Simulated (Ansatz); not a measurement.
Consider the redistribution: `C[O][In]([CH3])[O]C` + `O[SiH](F)[SiH2]S` → `C[O][In]([CH3])[SH]` + `CO[SiH2][SiH](O)F`.

Isolated molecules relaxed with PBE0-D4/def2-TZVP in Ansatz; ΔE leaves out vibrations. CCSD(T)/CBS is the MP2 limit (def2-TZVPP, def2-QZVPP) plus CCSD(T) − MP2 in def2-TZVPP, frozen cores. DFT in def2-TZVPP. Elements past krypton have def2 core potentials. For In outer-core shells are correlated without core-valence functions, which leaves a few kJ/mol of doubt a bond. One conformer a species, not always the lowest.

| level | ΔE (eV) |
| --- | --- |
| ωB97M-V | -0.94 |
| CCSD/def2-TZVPP | -1.00 |

Task: What does CCSD(T)/CBS give? (Estimate.)

Result: Ansatz gave: -0.90 eV. The listed levels differ from it by -0.04, -0.10 eV.

Largest T1 diagnostic among the species: 0.015.

The D4 term adds +0.06 eV with B3LYP and +0.03 eV with PBE0; it sums over pairs of atoms, weighted by their polarisabilities, and B3LYP, whose exchange is more repulsive, gets the larger term. From PBE to PBE0 (25 % exact exchange), in def2-TZVPP and without D4, ΔE moves by −0.11 eV. In def2-TZVPP, CCSD(T) changes the Hartree–Fock value by +0.26 eV (the triples alone add +0.05 eV) and MP2 by +0.24 eV.

B3LYP here is the variant with VWN-RPA as its local correlation; programs differ in this.
